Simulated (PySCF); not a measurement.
# Fractional electron number in Pd²⁺ (palladium, charge +2)

The 4d beta orbital of [Kr] 4d8 is emptied in steps (occupation f), with all orbitals relaxed, ending at [Kr] 4d7. Calculation: PySCF 2.14, in def2-TZVPPD with the def2 core potential (28 electrons) (6s4p3d2f1g, 56 functions); scalar relativity through the core potential. The exact energy is a straight line in f; departures are measured from the line between the end points of the same method.

```tsv
f	PBE0 (eV)	r2SCAN (eV)	LC-wPBE (eV)
1	0.000	0.000	0.000
0.9	-0.416	-0.561	-0.156
0.7	-0.973	-1.310	-0.366
0.5	-1.161	-1.558	-0.438
0.3	-0.977	-1.306	-0.370
0.1	-0.419	-0.558	-0.159
0	0.000	0.000	0.000
```

| method | E(f=0) − E(f=1) (eV) | −ε at f=1 (eV) | −ε at f=0.5 (eV) |
| --- | --- | --- | --- |
| PBE0 | 33.220 | 28.608 | 33.207 |
| r2SCAN | 33.145 | 26.912 | 33.156 |
| LC-wPBE | 33.170 | 31.444 | 33.158 |

Orbital energy along the path (eV):

```csv
f,PBE0,r2SCAN,LC-wPBE
1,-28.608,-26.912,-31.444
0.9,-29.517,-28.155,-31.777
0.7,-31.353,-30.653,-32.460
0.5,-33.207,-33.156,-33.158
0.3,-35.073,-35.649,-33.866
0.1,-36.946,-38.114,-34.578
0,-37.882,-39.322,-34.935
```

Reference removal energy between the ground levels: 32.93 eV (semi-empirical (NIST evaluation); NIST Atomic Spectra Database, ionization energies). The calculation has no spin-orbit coupling. The determinant left behind need not be the lowest term of the ion.
